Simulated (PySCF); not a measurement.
Species: C7H10F3O (charge -1).
Atom-mapped SMILES: `[CH3:1][C@@H:2]([O-:3])[CH2:4][C@H:5]([CH3:6])[C:7]([F:8])=[C:9]([F:10])[F:11]` (hydrogens: H12, H13, H14 on C1; H15 on C2; H16, H17 on C4; H18 on C5; H19, H20, H21 on C6)

Cartesian coordinates in Å at the PBE0-D3(BJ)/def2-SVP level; atoms count from 1:
```
atom  x, y, z in Å
C1     2.523   -0.273    0.001
C2     1.448   -0.890   -0.943
O3     1.127   -2.120   -0.608
C4     0.230    0.110   -1.018
C5    -0.698   -0.032    0.199
C6    -1.554   -1.293    0.067
C7    -1.528    1.182    0.410
F8    -2.398    1.493   -0.568
C9    -1.506    1.999    1.462
F10   -0.724    1.839    2.515
F11   -2.255    3.085    1.594
H12    2.895    0.721   -0.320
H13    2.130   -0.187    1.031
H14    3.370   -0.976    0.044
H15    1.918   -0.761   -1.987
H16   -0.357   -0.112   -1.927
H17    0.587    1.154   -1.111
H18   -0.062   -0.146    1.094
H19   -0.817   -2.083   -0.187
H20   -2.288   -1.177   -0.748
H21   -2.098   -1.521    1.000
```

The closed-shell ground state was solved at several levels (PySCF, density fitting, gas phase, non-relativistic). The geometry's basis has no diffuse functions, a weakness for an anion. Where the HOMO energy is positive, the finite basis confines the outermost electrons. No diffuse functions stand in pcJ-1, pcSseg-1 and pcSseg-2, which bears on an anion's orbital energies.

```tsv
level	basis functions	HOMO (eV)	LUMO (eV)	gap (eV)
B3LYP/pcJ-1	397	0.02	4.07	4.05
HF/pcSseg-2	536	-3.94	6.19	10.13
wB97X-D/def2-SVPD	312	-2.42	4.94	7.36
```

Q: What might PBE0/pcSseg-1 (237 basis functions) give for the same quantities?

A: HOMO -0.19 eV, LUMO 4.34 eV, gap 4.53 eV.

Q: Over all these levels, which gives the widest orbital gap and which the narrowest?

A: HF/pcSseg-2 (Hartree–Fock, all exact exchange) has the widest, 10.13 eV, and B3LYP/pcJ-1 (global hybrid, 20 % exact exchange) the narrowest, 4.05 eV. Functional and basis both differ between the two, so the spread mixes both effects.

One conformer stands for the species.
